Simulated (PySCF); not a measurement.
F6Nb (SMILES [F][Nb-]([F])([F])([F])([F])[F]), charge -1, singlet, geometry from GFN2-xTB (such geometries of metal compounds can be far from the true shape) (all electrons, no relativity); M06/3-21G in PySCF.

Input for PySCF:
```python
from pyscf import gto, scf, dft

mol = gto.Mole()
mol.atom = '''
    Nb    0.00000000    0.00000000   -0.00000000
    F     1.11527446   -0.47737769   -1.40718583
    F    -1.11527446    0.47737769    1.40718583
    F    -1.17152260    0.79987238   -1.19984896
    F    -0.91410953   -1.60754884   -0.17913416
    F     0.91410953    1.60754884    0.17913416
    F     1.17152260   -0.79987238    1.19984896
'''
mol.basis = '3-21g'
mol.charge = -1
mol.verbose = 4
mol.build()

mf = dft.RKS(mol)
mf.xc = 'm06'
mf.kernel()
```

Problem. Predict the main parts of the log of this PySCF run.

Solution. 
```
PySCF version 2.14.0

[INPUT] verbose = 4
[INPUT] num. atoms = 7
[INPUT] num. electrons = 96
[INPUT] charge = -1
[INPUT] spin (= nelec alpha-beta = 2S) = 0
[INPUT] symmetry False subgroup None
[INPUT] Mole.unit = angstrom
[INPUT] Symbol           X                Y                Z      unit          X                Y                Z       unit  Magmom
[INPUT]  1 Nb     0.000000000000   0.000000000000   0.000000000000 AA    0.000000000000   0.000000000000   0.000000000000 Bohr   0.0
[INPUT]  2 F      1.115274460000  -0.477377690000  -1.407185830000 AA    2.107563283122  -0.902113092078  -2.659195825069 Bohr   0.0
[INPUT]  3 F     -1.115274460000   0.477377690000   1.407185830000 AA   -2.107563283122   0.902113092078   2.659195825069 Bohr   0.0
[INPUT]  4 F     -1.171522600000   0.799872380000  -1.199848960000 AA   -2.213856862738   1.511539732804  -2.267385925244 Bohr   0.0
[INPUT]  5 F     -0.914109530000  -1.607548840000  -0.179134160000 AA   -1.727416659555  -3.037827039462  -0.338514501954 Bohr   0.0
[INPUT]  6 F      0.914109530000   1.607548840000   0.179134160000 AA    1.727416659555   3.037827039462   0.338514501954 Bohr   0.0
[INPUT]  7 F      1.171522600000  -0.799872380000   1.199848960000 AA    2.213856862738  -1.511539732804   2.267385925244 Bohr   0.0

nuclear repulsion = 860.959364722114
number of shells = 44
number of NR pGTOs = 171
number of NR cGTOs = 90
basis = 3-21g
ecp = {}

******** <class 'pyscf.dft.rks.RKS'> ********
method = RKS
initial guess = minao
damping factor = 0
level_shift factor = 0
DIIS = <class 'pyscf.scf.diis.CDIIS'>
diis_start_cycle = 1
diis_space = 8
diis_damp = 0
SCF conv_tol = 1e-09
SCF conv_tol_grad = None
SCF max_cycles = 50
direct_scf = True
direct_scf_tol = 1e-13
XC library pyscf.dft.libxc version 7.1.2
    S. Lehtola, C. Steigemann, M. J. T. Oliveira, and M. A. L. Marques,  SoftwareX 7, 1–5 (2018)
XC functionals = m06
    Y. Zhao and D. G. Truhlar,  Theor. Chem. Acc. 120, 215 (2008)
    Y. Zhao and D. G. Truhlar,  Theor. Chem. Acc. 120, 215 (2008)
radial grids:
    Treutler-Ahlrichs [JCP 102, 346 (1995); DOI:10.1063/1.469408] (M4) radial grids

becke partition: Becke, JCP 88, 2547 (1988); DOI:10.1063/1.454033
pruning grids: <function nwchem_prune>
grids dens level: 3
symmetrized grids: False
atomic radii adjust function: <function treutler_atomic_radii_adjust>
small_rho_cutoff = 0
Set gradient conv threshold to 3.16228e-05
Initial guess from minao.
tot grids = 108016
init E= -4328.29061437555
  HOMO = -0.593296435857188  LUMO = -0.256866883365875  gap/eV = 9.15471
cycle= 1 E= -4333.51123083539  delta_E= -5.22  |g|= 1.48  |ddm|= 2.86
  HOMO = -0.0727353730765239  LUMO = 0.0542378591861993  gap/eV = 3.45512
cycle= 2 E= -4331.97725493496  delta_E= 1.53  |g|= 3.24  |ddm|= 2.87
  HOMO = -0.164711166302856  LUMO = 0.132671349426612  gap/eV = 8.09219
cycle= 3 E= -4333.82474365291  delta_E= -1.85  |g|= 0.27  |ddm|=  2.1
  HOMO = -0.195192583396853  LUMO = 0.0948938808933233  gap/eV = 7.89365
cycle= 4 E= -4333.84652424794  delta_E= -0.0218  |g|= 0.0945  |ddm|= 0.315
  HOMO = -0.190328261979911  LUMO = 0.114089419817641  gap/eV = 8.28363
cycle= 5 E= -4333.84878064999  delta_E= -0.00226  |g|= 0.00405  |ddm|= 0.0662
  HOMO = -0.190756286398072  LUMO = 0.113938716531602  gap/eV = 8.29117
cycle= 6 E= -4333.84878341113  delta_E= -2.76e-06  |g|= 0.000444  |ddm|= 0.00315
  HOMO = -0.190728335771062  LUMO = 0.113970339094776  gap/eV = 8.29127
cycle= 7 E= -4333.84878344089  delta_E= -2.98e-08  |g|= 0.00027  |ddm|= 0.000469
  HOMO = -0.190734168158906  LUMO = 0.113990206908308  gap/eV = 8.29197
cycle= 8 E= -4333.84878345445  delta_E= -1.36e-08  |g|= 1.78e-05  |ddm|= 0.000246
  HOMO = -0.190733400207249  LUMO = 0.113988959425813  gap/eV = 8.29192
cycle= 9 E= -4333.84878345477  delta_E= -3.18e-10  |g|= 2.63e-06  |ddm|= 0.000112
  HOMO = -0.190732964764355  LUMO = 0.113989478144734  gap/eV = 8.29192
Extra cycle  E= -4333.84878345472  delta_E= 4.91e-11  |g|= 1.07e-06  |ddm|= 1.51e-05
converged SCF energy = -4333.84878345472
```
